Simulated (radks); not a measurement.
Q: Dipole-allowed excitations along the series with 11 electrons in [Ne] 3s1. Calculated with a radial shooting solver on a logarithmic mesh with Libxc functionals: non-relativistic Kohn-Sham, LDA (Slater exchange, Perdew-Wang correlation), spin-polarised, spherical densities, point nucleus; open shells are filled with parallel spins first. Time-dependent linear response with the Hartree and adiabatic LDA kernel, continuum included through the Sternheimer equations. Lines are the poles of the dipole polarisability below minus the highest occupied eigenvalue, found on a grid refined at the orbital gaps; the lowest seven at most are given, and weak or close lines can be missed. The first line takes the name of the lowest orbital gap if no other gap lies below it; otherwise a line is named after a gap within 0.6 % of it, if that gap stands alone.

species  -e(HOMO) (eV)  lowest orbital gap (eV)  first line (eV)      f  static alpha (bohr^3)
Mg+             11.981              3s-3p 4.430    4.706 (3s-3p)  0.896                  30.58
Al2+            24.540              3s-3p 6.569    7.019 (3s-3p)  0.812                  12.61
Si3+            40.423              3s-3p 8.641    9.253 (3s-3p)  0.737                  6.635
P4+             59.505             3s-3p 10.676   11.441 (3s-3p)  0.672                  3.982

Estimate the first line of S5+, its oscillator strength and the static polarisability.

A: 13.601 eV (3s-3p), f = 0.618, alpha = 2.598 bohr^3.
